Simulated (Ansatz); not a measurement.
Geometry optimisation, RHF/def2-SVP in Ansatz.

The input (input.yaml):

```yaml
crystal:
  periodic: [false, false, false]
  atoms:
    - { symbol: Ta, position_ang: [0.0, 0.0, 0.0] }
    - { symbol: Cl, position_ang: [2.82, 0.0, 0.0] }
    - { symbol: "N", position_ang: [0.0, 0.0, 2.16] }
    - { symbol: H, position_ang: [-0.2456, -0.8845, 2.69] }
    - { symbol: H, position_ang: [0.2456, 0.8845, 2.69] }
    - { symbol: Cl, position_ang: [0.0, 0.0, -2.47] }
    - { symbol: F, position_ang: [-0.965, 1.6714, 0.0] }
    - { symbol: Cl, position_ang: [-1.235, -2.139, 0.0] }
    - { symbol: O, position_ang: [0.7315, -1.9161, -1.0843] }
    - { symbol: H, position_ang: [0.5066, -2.7266, -0.5252] }
    - { symbol: H, position_ang: [1.9721, -1.3445, -0.7608] }
basis:
  gaussian: { orbitals: def2-SVP }
hamiltonian:
  xc: hf
relax:
  f_tol: 0.15
  max_steps: 25
  restrain:
    - { distance: [0, 8], at: 2.02, k: 30.0 }
    - { distance: [10, 1], at: 1.37, k: 30.0 }
    - { distance: [0, 1], at: 3.67, k: 30.0 }
    - { distance: [10, 8], at: 2.21, k: 30.0 }
```

Run as:

```bash
$ ansatz run input.yaml --threads 4 --pin off --max-ram 5120MiB --backend cpu --events-out ev --progress --plain --runs-dir out
```

Where does it end, and by what steps?

The forces met the threshold. The restraints hold the end off the free minimum; the threshold counts their pulls, which the force column leaves out. Restrained pairs: Ta1–O9 (2.32 → 1.97 Å), Cl2–H11 (1.76 → 1.32 Å), Ta1–Cl2 (2.82 → 3.68 Å), O9–H11 (1.40 → 2.21 Å). After 16 steps the energy has fallen by 6.307 eV (the restraints' own energy left out); H4 moved furthest, 1.48 Å.

```tsv
step	energy less start (eV)	largest force component (eV/Å)	accepted
0	0.0000	7.343	yes
1	-0.1134	5.407	yes
2	-0.8450	5.699	yes
3	-2.4887	4.154	yes
4	-3.8823	2.226	yes
5	-4.7741	1.493	yes
6	-5.2787	1.383	yes
7	-5.6007	1.255	yes
8	-5.8177	1.339	yes
9	-5.9877	1.342	yes
10	-6.1437	1.262	yes
11	-6.2292	1.337	yes
12	-6.2872	1.288	yes
13	-6.3047	1.256	yes
14	-6.2484	1.619	no
15	-6.2932	1.387	no
16	-6.3067	1.277	yes
```

```xyz
11
Properties=species:S:1:pos:R:3
Ta -0.498 -0.371 -0.097
Cl 3.177 -0.128 0.004
N 0.241 -0.029 1.658
H 1.031 -0.515 2.046
H -0.068 0.733 2.236
Cl 0.276 0.687 -2.030
F -1.656 1.077 0.252
Cl -2.400 -1.747 -0.175
O 0.600 -1.991 -0.330
H 0.455 -2.924 -0.373
H 2.672 -1.247 -0.491
```

Time of the run: 43 s on 4 threads of Arm Neoverse V1 (shared host), peak memory 0.46 GiB.
